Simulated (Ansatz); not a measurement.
Input for Ansatz (a quantum-chemistry and plane-wave program): R-SVWN5/def2-TZVPP on H6MoO2 (SMILES [OH][MoH4][OH]), 2S+1 = 1, a spin state set in the input, which need not be the lowest. Elements past Kr take the def2 small-core potentials; no spin–orbit coupling.

Ansatz 0.2 input:
```yaml
crystal:
  periodic: [false, false, false]
  atoms:
    - {symbol: Mo, position_ang: [-0.22348890, 0.25630071, 0.01322112]}
    - {symbol: O, position_ang: [1.05285645, 1.64465914, 0.06375378]}
    - {symbol: H, position_ang: [1.92170003, 1.74442238, -0.33560384]}
    - {symbol: O, position_ang: [-1.29554721, -0.38997768, 1.42482724]}
    - {symbol: H, position_ang: [-1.56343966, -1.27642025, 1.68327162]}
    - {symbol: H, position_ang: [-0.50478699, -1.25554030, -0.60029225]}
    - {symbol: H, position_ang: [-1.08517116, 0.28677967, -1.42770672]}
    - {symbol: H, position_ang: [0.91366949, -0.91401617, 0.22621526]}
    - {symbol: H, position_ang: [0.67906641, -0.22998613, -1.28669429]}
basis:
  gaussian:
    orbitals: def2-TZVPP
hamiltonian:
  xc: {name: SVWN5}
```

Question: Predict the final total energy.

Answer: -221.1260 hartree.
